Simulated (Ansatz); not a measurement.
Stepwise reaction of `CO[Si](F)(F)S` with hydrogen, as a gas-phase model of exchange steps in deposition or etching. ΔE in kJ/mol; ΔG adds harmonic PBE0-D4 terms to CCSD(T)/CBS, at 1 bar.

Gas-phase electronic energies from Ansatz, PBE0-D4/def2-TZVP geometries. CCSD(T)/CBS is the MP2 limit (def2-TZVPP, def2-QZVPP) plus CCSD(T) − MP2 in def2-TZVPP, frozen cores. This one scheme is used for every species. DFT in def2-TZVPP. B3LYP here is the variant with VWN-RPA as its local correlation; programs differ in this. Each species was taken in one conformer, which may not be the lowest.

```json
{"step": "1", "reaction": "`CO[Si](F)(F)S` + H₂ → `CO[SiH](F)S` + H–F", "PBE-D4": "127.9", "B3LYP-D4": "137.2", "ωB97M-V": "137.6", "CCSD(T)/CBS": "133.8", "ΔG(500 K)": "131.2"}
{"step": "2", "reaction": "`CO[SiH](F)S` + H₂ → `CO[SiH2]S` + H–F", "PBE-D4": "128.9", "B3LYP-D4": "137.7", "ωB97M-V": "138.6", "CCSD(T)/CBS": "134.0", "ΔG(500 K)": "132.7"}
```

Question: By hand: ΔE of the 2 steps together at CCSD(T)/CBS.

Answer: (133.8) + (134.0) = 267.8 kJ/mol, or 133.9 kJ/mol a step.

In ΔE the steps differ by no more than 0.2 kJ/mol. All are uphill at CCSD(T)/CBS. ΔG lies between 131.2 and 132.7 kJ/mol a step. PBE-D4 differs from CCSD(T)/CBS by -5.9 to -5.1 kJ/mol a step. Isolated molecules leave out the surface, adducts and barriers. Largest T1 diagnostic: 0.012.
